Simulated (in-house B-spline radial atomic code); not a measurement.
Atomic self-consistent-field run: Sb34+. Level of theory: Dirac-Kohn-Sham BHandHLYP, spherical fractional occupations, Fermi nucleus of rms radius 4.6802 fm; calculated with an all-electron radial atomic-structure program (B-spline basis).

Command:
```bash
python run_scf.py task.json out
```
Settings (nuclear radius in fm, mass in u):
```
Z                51
configuration    [Ne] 3s2 3p5
hamiltonian      dirac
method           bhandhlyp
spin_polarised   False
nucleus          fermi
rms_radius       4.6802
atomic_mass      120.90381
speed_of_light   137.035999084
```

Output (hartree, bohr):
```
 radial grid: 57 intervals, B-splines of order 8, outer radius 1.9885 bohr

 iter        energy (Eh)    residual
    1       -5549.855962    7.38e+00
    2       -5582.192005    5.11e-01
    3       -5582.394137    2.33e-01
    4       -5582.436327    1.06e-01
    5       -5582.447355    9.37e-03
    6       -5582.447439    1.98e-05
    7       -5582.447439    2.00e-07

 total energy                     -5582.44744
 kinetic                            5935.5244
 electron-nucleus                 -12290.0357
 Hartree                             880.9661
 exact exchange                      -53.4838
 exchange-correlation                -55.4184

 first-order corrections (not in the total)
   Gaunt                             4.8023
   retardation                      -0.4608
   frequency dependence             -0.0466
   self-energy                       3.5912
   Uehling                          -0.4756
   Wichmann-Kroll                    0.0102
   recoil                            0.0189

 orbital      occ     eigenvalue          <r>       <r^2>       <1/r>     <1/r^2>       r_max    small
 1s1/2      2.000     -1187.8759    0.0284165  0.00109359     54.3252      6395.5     0.01835  3.52e-02
 2s1/2      2.000      -237.8739     0.120708    0.017198     12.7842     757.792      0.1032  7.65e-03
 2p1/2      2.000      -227.1382      0.10201   0.0127468     12.7161     242.147     0.07947  7.61e-03
 2p3/2      4.000      -217.6791     0.107249   0.0139603     11.8193     189.695     0.08398  7.28e-03
 3s1/2      2.000       -89.0769     0.299273    0.101989     5.02718     183.534       0.282  2.75e-03
 3p1/2      1.667       -84.8077     0.286053   0.0945257     4.95157     58.9274      0.2666  2.69e-03
 3p3/2      3.333       -82.5592     0.294264   0.0998431     4.72478     46.8269       0.275  2.60e-03
```

Cost of the run: 0.37 s on 1 thread of Arm Neoverse V2, with other jobs on the host.

For the Dirac Hamiltonian the kinetic term is c α·p + (β - 1)c².

Caution: exact exchange at fractional occupations of open shells leaves self-interaction of up to several eV.
